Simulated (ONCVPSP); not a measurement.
**krypton (Kr): excitation energies, all-electron against ONCV**

krypton, optimised norm-conserving Vanderbilt (ONCV), made with ONCVPSP 4.0.1 (LDA (Perdew-Wang 92), scalar-relativistic). Core [Ne], reference 3s2 3p6 3d10 4s2 4p4 (charge +2). Waves: 3s+4s: rc 0.75 bohr, ncon 4, nbas 9, qcut 15.3 1/bohr, 2 projectors; 3p+4p: rc 1.05 bohr, ncon 4, nbas 7, qcut 11.7 1/bohr, 2 projectors; 3d: rc 0.85 bohr, ncon 3, nbas 8, qcut 14.5 1/bohr, 3 projectors, debl 1.3 Ha. Local part: polynomial inside 0.55 bohr (lpopt 2, dvloc0 3 Ha). Core correction: Teter function, fcfact 1.5, rcfact 1.05.

In the d channel the program set the typed energies aside and used -3.937, 0.250, 1.550 Ha.

Energies are relative to the spin-unpolarised reference configuration 3s2 3p6 3d10 4s2 4p4; without spin polarisation the order of configurations can differ from experiment.

Q: Give the all-electron excitation energy and the error of the potential for: 3s2 3p6 3d10 4s2 4p6; 3s2 3p6 3d10 4s2 4p5; 3s2 3p6 3d10 4s2 4p3; 3s2 3p5 3d10 4s2 4p6.

A:

| valence configuration | charge | ΔE all-electron (eV) | error AE − PS (meV) |
| --- | --- | --- | --- |
| 3s2 3p6 3d10 4s2 4p6 | 0 | -39.770 | +6.4 |
| 3s2 3p6 3d10 4s2 4p5 | +1 | -25.336 | +4.0 |
| 3s2 3p6 3d10 4s2 4p3 | +3 | 37.274 | -5.9 |
| 3s2 3p5 3d10 4s2 4p6 | +1 | 167.709 | -26 |

Levels in the configuration 3s2 3p6 3d10 4s2 4p3:

| level | all-electron (eV) | pseudo (eV) |
| --- | --- | --- |
| 3s | -303.503 | -303.518 |
| 3p | -235.327 | -235.331 |
| 3d | -122.044 | -122.056 |
| 4s | -59.341 | -59.339 |
| 4p | -43.550 | -43.549 |
